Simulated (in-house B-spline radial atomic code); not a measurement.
Radial electron density of the copper ion Cu⁴⁺, [Ar] 3d7. Computed with an all-electron radial atomic-structure program (B-spline basis): Dirac-Kohn-Sham BHandHLYP, spherical fractional occupations, Fermi nucleus of rms radius 3.8823 fm.

Caution: exact exchange at fractional occupations of open shells leaves self-interaction of up to several eV.

Columns: r (bohr), 4πr²n(r) (electrons per bohr), bar.

```
   0.002   0.8588 #
 0.00238     1.18 #
 0.00284    1.623 ##
  0.0034    2.234 ##
 0.00405    3.029 ###
 0.00484    4.098 ####
 0.00578    5.491 ######
 0.00689    7.258 ########
 0.00823    9.506 ##########
 0.00983    12.26 #############
  0.0117    15.47 #################
   0.014    19.25 #####################
  0.0167    23.27 #########################
    0.02    27.41 ##############################
  0.0238    31.03 ##################################
  0.0284    33.85 #####################################
  0.0339    35.33 #######################################
  0.0405    35.15 ######################################
  0.0484    33.44 #####################################
  0.0577     30.9 ##################################
  0.0689     28.7 ###############################
  0.0823    28.22 ###############################
  0.0982    30.24 #################################
   0.117    34.29 #####################################
    0.14    38.59 ##########################################
   0.167    40.29 ############################################
   0.199    37.63 #########################################
   0.238    30.85 ##################################
   0.284    23.11 #########################
   0.339    18.08 ####################
   0.405    17.59 ###################
   0.484     20.1 ######################
   0.577    21.97 ########################
   0.689    20.63 #######################
   0.823    16.16 ##################
   0.982    10.58 ############
    1.17     5.85 ######
     1.4     2.69 ###
    1.67    1.064 #
    1.99   0.3556 
    2.38  0.09341 
    2.84  0.01857
```

On this grid the curve has 3 maxima, near 0.0339, 0.167, 0.577 bohr.

The 3d5/2 radial function P(r) = rR(r), positive near the nucleus, with its small component Q(r) (sign convention: Q ≈ (P' + κP/r)/2c):

```csv
r (bohr),P,Q
0.0167,0.001132,-3.859e-05
0.0238,0.003062,-0.0001028
0.0339,0.008052,-0.000265
0.0484,0.02055,-0.0006583
0.0689,0.04959,-0.001534
0.0982,0.1124,-0.003323
0.14,0.2342,-0.006535
0.199,0.4348,-0.01129
0.284,0.7085,-0.01683
0.405,0.9738,-0.0208
0.577,1.094,-0.02064
0.823,0.9779,-0.01586
1.17,0.6807,-0.009399
1.67,0.3445,-0.004109
2.38,0.1128,-0.001202
```
